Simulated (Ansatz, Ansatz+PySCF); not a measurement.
```xyz
10

C     0.0000    0.6763   -1.3334
C     0.0000   -0.6763   -1.3334
C     0.0000    1.5795   -0.1446
C     0.0000   -1.5795   -0.1446
C     0.0000    0.7588    1.1390
C     0.0000   -0.7588    1.1390
H     0.0000    2.7588   -0.1407
H     0.0000   -2.7588   -0.1407
H     0.0000    1.3281    2.1746
H     0.0000   -1.3281    2.1746
```

Basis set: def2-SVP (spherical functions). Correlated methods keep 6 orbitals frozen. Charge 0, multiplicity 1.

Computed with Ansatz (development build ahead of 0.2.0); each method stands on the lowest determinant of its kind that the runs found. Restricted open shells among the atoms or ions are ROHF, correlated in semicanonical orbitals with singles.

(1) Give the atomization energy at this shape (free ground-state atoms in the same class of orbitals less the molecule, no zero-point energy) of singlet C₆H₄ by RHF-MP2, UHF-MP2, UHF, RHF.

Results:

(1)

```csv
method,atomization energy
RHF-MP2,1111.97 kcal/mol
UHF-MP2,1050.68 kcal/mol
UHF,832.79 kcal/mol
RHF,796.46 kcal/mol
```

Caution: the shape is not the minimum. Caution for RHF-MP2, RHF: an unrestricted determinant lies well below. Caution for UHF-MP2: another reference gives a lower total. Caution for UHF-MP2, UHF: the determinant breaks the point group; the unrestricted determinant is a mixture of spin states.
